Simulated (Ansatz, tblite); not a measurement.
Cost and result up the ladder for `c1csc(-c2ccc(-c3ccc(-c4ccc(-c5ccc(-c6cccs6)s5)s4)s3)s2)c1` (44 atoms). The state is a singlet with charge 0. Geometry: PBE-D4/def2-SVP.

Cartesian coordinates in Å:
```
C -2.923 6.249 -8.424
C -3.310 5.043 -8.980
S -3.001 3.720 -7.909
C -2.339 4.781 -6.681
C -1.850 4.270 -5.420
C -1.299 4.983 -4.354
C -0.921 4.167 -3.263
C -1.173 2.808 -3.466
C -0.924 1.695 -2.589
C -1.175 0.335 -2.790
C -0.796 -0.477 -1.698
C -0.245 0.240 -0.632
C 0.248 -0.240 0.631
C 0.799 0.477 1.697
C 1.177 -0.335 2.789
C 0.927 -1.695 2.589
C 1.175 -2.808 3.466
C 0.922 -4.167 3.263
C 1.299 -4.983 4.354
C 1.850 -4.270 5.420
C 2.337 -4.781 6.681
C 2.371 -6.105 7.121
C 2.920 -6.249 8.425
C 3.305 -5.043 8.982
S 2.997 -3.720 7.911
S 1.894 -2.559 5.046
S 0.208 -1.953 1.009
S -0.205 1.953 -1.011
S -1.893 2.558 -5.046
C -2.372 6.105 -7.121
H -3.033 7.212 -8.941
H -3.760 4.855 -9.962
H -1.175 6.074 -4.371
H -0.471 4.552 -2.338
H -1.625 -0.052 -3.715
H -0.916 -1.569 -1.675
H 0.920 1.569 1.674
H 1.627 0.052 3.714
H 0.472 -4.552 2.337
H 1.174 -6.074 4.371
H 2.007 -6.943 6.513
H 3.030 -7.212 8.942
H 3.755 -4.855 9.964
H -2.007 6.943 -6.514
```

Ansatz on 2 threads of AMD EPYC 7R13 on a shared host and a share (18 GiB) of an NVIDIA H100 80GB HBM3; xTB runs through tblite on one thread. Times are rough, summed over both states, and most runs start from the orbitals of an earlier one. PBE0-D4/def2-TZVP serves as the yardstick here, not as an exact answer. The other state is a triplet.

The xTB rows come from tblite. Single mean-field runs in def2-TZVP are fitted with def2-universal-jkfit.

xTB has no spin-polarisation term.

```tsv
level	functions	wall time
GFN1-xTB	178	0.3 s
GFN2-xTB	164	0.31 s
PBE-D4/def2-TZVP	1050	24 s
PBE0-D4/def2-TZVP	1050	35 s
```

(1) Estimate what each level gives for the vertical triplet (eV).

Answers

(1) 
| level | vertical triplet (eV) | difference from PBE0-D4/def2-TZVP (eV) |
| --- | --- | --- |
| GFN1-xTB | 1.49 | -0.09 |
| GFN2-xTB | 1.46 | -0.13 |
| PBE-D4/def2-TZVP | 1.37 | -0.22 |
| PBE0-D4/def2-TZVP | 1.59 | 0.00 |
